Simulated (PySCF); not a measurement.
Field gradients from PBE0/pcSseg-1 densities (PySCF, non-relativistic) at PBE0-D3(BJ)/def2-SVP geometries, isolated species, one conformer each; χzz is the principal value of largest magnitude, with Q(14N) = 0.02044 b, Q(73Ge) = −0.196 b. With so small a basis the couplings can be 20 % off.

Question: Rank these 14N sites by the size of the quadrupole coupling, smallest first.
A. The imine nitrogen of `C=CC(=C)/C=N\C`
B. The nitrogen bonded to C, Ge and H of `C=CC[NH][Ge@H]([F])[CH]1CC1`
C. The pyrrole-type nitrogen of `Cc1ccc(C)[nH]1`

Answer: C (3.390 MHz), B (5.142 MHz), A (5.527 MHz).

Question: Rank these 73Ge sites by the size of the quadrupole coupling, smallest first.
A. The germanium bonded to C, F, N and H of `C=CC[NH][Ge@H]([F])[CH]1CC1`
B. The germanium bonded to B and 3 H of `[BH2][GeH3]`
C. The germanium bonded to N, Si and 2 H of `[SiH3][GeH2][N]([SiH3])[SiH3]`

Answer: B (23.77 MHz), C (51.25 MHz), A (77.44 MHz).

All sites together:

| nucleus | site | Vzz (au) | η | χzz (MHz) |
| --- | --- | --- | --- | --- |
| 14N | the imine nitrogen of C=CC(=C)/C=N\C | -1.151 | 0.36 | -5.527 |
| 14N | the pyrrole-type nitrogen of Cc1ccc(C)[nH]1 | -0.706 | 0.16 | -3.390 |
| 14N | the nitrogen bonded to C, Ge and H of C=CC[NH][Ge@H]([F])[CH]1CC1 | -1.071 | 0.27 | -5.142 |
| 73Ge | the germanium bonded to C, F, N and H of C=CC[NH][Ge@H]([F])[CH]1CC1 | 1.682 | 0.62 | -77.44 |
| 73Ge | the germanium bonded to N, Si and 2 H of [SiH3][GeH2][N]([SiH3])[SiH3] | 1.113 | 0.08 | -51.25 |
| 73Ge | the germanium bonded to B and 3 H of [BH2][GeH3] | -0.516 | 0.17 | 23.77 |
